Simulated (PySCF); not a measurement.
SMILES [Cl][Sn]([Cl])([Cl])[Cl], B3LYP/def2-SVP optimised geometry.

```
5

Cl     1.56    -1.10     0.00
Sn    -0.78    -1.10     0.00
Cl    -1.56    -2.20    -1.91
Cl    -1.56    -2.21     1.91
Cl    -1.56     1.10     0.00
```

Density from B3LYP/def2-TZVP, def2 effective core potentials past Kr in PySCF at that geometry. The core electrons that the potentials of Sn replace are not part of the density.

Minimum of the electron density along straight lines between bonded atoms, close to the bond critical point (lines longer than 1.1 times the sum of covalent radii, or with two minima, are not listed):

| bond | length / Å | ρ at the minimum / e bohr⁻³ | ∇²ρ there / e bohr⁻⁵ | position (fraction from the first atom) |
|---|---|---|---|---|
| Cl1–Sn2 | 2.339 | 0.089 | 0.16 | 0.52 |
| Sn2–Cl3 | 2.339 | 0.089 | 0.16 | 0.48 |
| Sn2–Cl4 | 2.339 | 0.089 | 0.16 | 0.48 |
| Sn2–Cl5 | 2.339 | 0.089 | 0.16 | 0.48 |
